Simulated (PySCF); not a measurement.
An unknown is described by computed data only.

Elements present: C, H, N and Si. Monoisotopic mass: 131.0879 u.

| Quantity | Value |
| --- | --- |
| Rotational structure | rotational constants A, B, C: 3.404, 1.092, 1.061 GHz [PBE0-D3(BJ)/def2-SVP] |
| UV, strongest line | among the 10 lowest singlet transitions: S8 at 7.09 eV (175 nm, f = 0.035) [TDDFT CAM-B3LYP/def2-SVPD] |
| 1H NMR | chemical shifts (computed TMS as zero) by class: 4.80 (1 H), 3.18 (2 H), 3.04 (2 H), 2.52 (6 H), 0.07 (2 H) ppm [GIAO PBE0/pcSseg-1] |
| Triplet | lowest triplet excitation (Tamm–Dancoff): 5.64 eV [TDA CAM-B3LYP/def2-SVPD] |
| UV, first state | lowest singlet excitation: 5.81 eV (213 nm, f = 0.006) [TDDFT CAM-B3LYP/def2-SVPD] |
| NMR, other nuclei | isotropic shieldings of nuclei other than C and H, by class: 223 (1 N), 229 (2 N), 377 (1 Si) ppm [GIAO PBE0/pcSseg-1] |
| 13C NMR | chemical shifts (computed TMS as zero) by class: 46.2 (2 C), 36.9 (2 C) ppm [GIAO PBE0/pcSseg-1] |
| Dipole | 0.66 D [CAM-B3LYP/def2-SVPD] |

The electronic properties come from PySCF, for the isolated species, density fitting. Levels stand in brackets. Isolated species at its PBE0-D3(BJ)/def2-SVP geometry (one conformer only). Each NMR value is the plain mean over a class of atoms that symmetry, rotation or inversion makes alike.

Question: Which formula fits the mass and the elements?

Answer: C4H13N3Si (calculated 131.0879). No other formula that holds each of these elements comes within 0.0003 u with a fitting electron parity and a possible valence count.

Question: What is the compound? Reason from the data.

Answer: Numbering: `[CH3:1][N:2]([CH3:3])[SiH:4]1[NH:5][CH2:6][CH2:7][NH:8]1`. Its formula, C4H13N3Si, gives 1 degree of unsaturation: 1 ring and 0 π bonds in the structure found. 4 carbons fall into 2 classes; from least to most shielded: ring sp3 carbon bound to nitrogen [C6/C7] (46.2 ppm, 2 C), N-methyl carbon [C1/C3] (36.9 ppm, 2 C). Hydrogen classes from least to most shielded: 1 H on an SiH silicon, Si4 (4.80 ppm), 2 H on 2 like atoms (sp3 carbon bound to nitrogen), C6/C7 (3.18 ppm), 2 H on 2 like atoms (sp3 carbon bound to nitrogen), C6/C7 (3.04 ppm), 6 H on 2 N-methyl carbons, C1/C3 (2.52 ppm, a mean of values up to 1.4 ppm apart in this geometry), 2 H on 2 silicon-bound nitrogens, N5/N8 (0.07 ppm). The other shieldings belong to: 223 ppm, silicon-bound nitrogen [N2]; 229 ppm, silicon-bound nitrogen [N5/N8]; 377 ppm, SiH silicon [Si4]. The optimised geometry has point group C1 and is an asymmetric top. Structure: `CN(C)[SiH]1NCCN1`. Computed isomers that give other values at the same levels: `C=N[Si@@H](NC)N(C)C` (13C chemical shifts (computed TMS as zero) by class: 173.3 (1 C), 37.1 (2 C), 28.2 (1 C) ppm). The assignments are read from this structure; whether some other isomer fits the data as well wasn't checked.
